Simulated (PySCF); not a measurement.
**Potassium: a sound run and one with changed settings**

Sound run: K²⁺ [Ne] 3s2 3p5, K³⁺ [Ne] 3s2 3p4. All numbers are calculated (PySCF 2.14, scalar relativity by spin-free X2C-1e, in cc-pVTZ-X2C (6s5p3d1f, 43 functions)). The sound run starts from symmetry-adapted Hartree-Fock orbitals and uses a fine grid where one is needed.

Changed run: radial step 0.5 in ln r (0.13 in the sound run). This setting is unsound on purpose.

| species | method | sound run (hartree) | changed run (hartree) | converged |
| --- | --- | --- | --- | --- |
| K²⁺ | UHF | -600.17093 | -600.17093 | yes |
| K²⁺ | MN15 | -601.01901 | -600.89465 | yes |
| K²⁺ | B3LYP | -600.88942 | -600.89019 | yes |
| K³⁺ | UHF | -598.46958 | -598.46958 | yes |
| K³⁺ | MN15 | -599.25122 | -599.14255 | yes |
| K³⁺ | B3LYP | -599.13357 | -599.13391 | yes |

Ionisation energy of K²⁺:

```json
{"method": "UHF", "sound run (eV)": "46.296", "changed run (eV)": "46.296"}
{"method": "MN15", "sound run (eV)": "48.104", "changed run (eV)": "47.677"}
{"method": "B3LYP", "sound run (eV)": "47.779", "changed run (eV)": "47.791"}
```

A coarse radial grid mis-integrates the density and the exchange-correlation energy, with errors of either sign; Hartree-Fock needs no grid.

For comparison, NIST gives 45.803 eV between the lowest levels.
